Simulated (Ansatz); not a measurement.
CH4AlNO, relaxed with RKS PBE-D4/def2-SVP in the Gaussian-basis code of Ansatz from a rough embedded geometry. The force threshold is 0.03 eV/Å; the program also tests the step.

Total charge 0; spin multiplicity 1. The bonds changed during the relaxation, so this is another structure than the one it started from.

Start:

```xyz
8

N     0.330   -0.661   -1.026
C    -0.253    0.252   -0.161
O    -1.362   -0.328    0.456
Al   -0.052   -0.076    1.676
H     1.318   -0.312   -1.314
H    -0.200   -0.729   -1.955
H    -0.481    1.280   -0.596
H     0.701    0.574    2.921
```

| step | energy (eV) | largest force (eV/Å) | largest move (Å) |
| --- | --- | --- | --- |
| 1 | -11219.5918 | 3.395 | 0.000 |
| 2 | -11220.1258 | 1.398 | 0.196 |
| 3 | -11220.3708 | 0.457 | 0.194 |
| 4 | -11220.3961 | 0.239 | 0.080 |
| 5 | -11220.4003 | 0.127 | 0.019 |
| 6 | -11220.4053 | 0.181 | 0.101 |
| 7 (rejected) | -11220.3730 | 1.038 | 0.196 |
| 8 | -11220.4118 | 0.355 | 0.096 |
| 9 | -11220.4186 | 0.362 | 0.097 |
| 10 | -11220.4415 | 0.281 | 0.150 |
| 11 | -11220.4672 | 0.199 | 0.200 |
| 13 (rejected) | -11220.4510 | 1.291 | 0.195 |
| 15 | -11220.5174 | 0.282 | 0.098 |
| 17 | -11220.5667 | 0.602 | 0.098 |
| 19 | -11220.5952 | 0.304 | 0.122 |
| 21 | -11220.6153 | 0.098 | 0.020 |
| 23 | -11220.6265 | 0.216 | 0.081 |
| 25 | -11220.6395 | 0.809 | 0.191 |
| 27 | -11220.7114 | 0.540 | 0.200 |
| 29 | -11220.8147 | 0.615 | 0.195 |
| 31 | -11220.8843 | 0.663 | 0.195 |
| 33 | -11220.9039 | 0.123 | 0.069 |
| 35 | -11220.9066 | 0.025 | 0.040 |

End:

```xyz
8

N     0.210   -0.586   -1.496
C    -0.167    0.145   -0.439
O     0.077   -0.179    0.738
Al   -0.518    1.114    2.322
H     0.730   -1.456   -1.355
H    -0.019   -0.293   -2.447
H    -0.725    1.088   -0.674
H     0.412    0.167    3.351
```

Run time 51 s (2 threads of an Arm Neoverse V1 on a shared host); peak host memory 0.14 GiB.
